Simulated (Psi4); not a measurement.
cyclobutane (C$_{4}$H$_{8}$), singlet, geometry from GFN2-xTB. Base run: M06-2X/STO-3G run with Psi4.

Here is a job for Psi4.
```
memory 2 GB

molecule {
0 1
  C    -0.00613316    1.08295583    0.05853653
  C     0.00685792   -1.08220991    0.07093756
  C    -1.08294605   -0.00683358   -0.05863980
  C     1.08222129    0.00608767   -0.07083428
  H    -0.01505399    1.84231484   -0.72076860
  H    -0.00362364    1.57729882    1.02791527
  H     0.00710304   -1.85049784   -0.69961794
  H     0.01523239   -1.56535126    1.04591487
  H    -1.84243222   -0.00692746    0.72059245
  H    -1.57713057   -0.01535111   -1.02806518
  H     1.85038317    0.01511046    0.69979409
  H     1.56552182    0.00340356   -1.04576496
}

set basis sto-3g

energy('m06-2x')
print_variables()
```

Each row names what was changed in the base input (with any setting that the change needs).

```tsv
change	basis functions	E (Eh)	core-seconds (rough)
base	28	-155.33484	4
basis = 3-21G	52	-156.26782	7
basis = def2-SV(P)	72	-156.98772	8
basis = 6-31G*	76	-157.12197	9
basis = 6-31+G*	92	-157.12560	10
basis = pcseg-1	96	-157.08821	10
basis = cc-pVDZ	96	-157.13108	10
basis = 6-31G**	100	-157.13083	10
basis = 6-311G**	120	-157.16538	10
basis = 6-311+G(2d,p)	156	-157.16991	20
basis = aug-pcseg-1	164	-157.09551	30
basis = cc-pVTZ	232	-157.18146	40
basis = def2-TZVPP	236	-157.18445	50
```

Totals compare only among sets that treat the same electrons; sets with core potentials leave the core out.
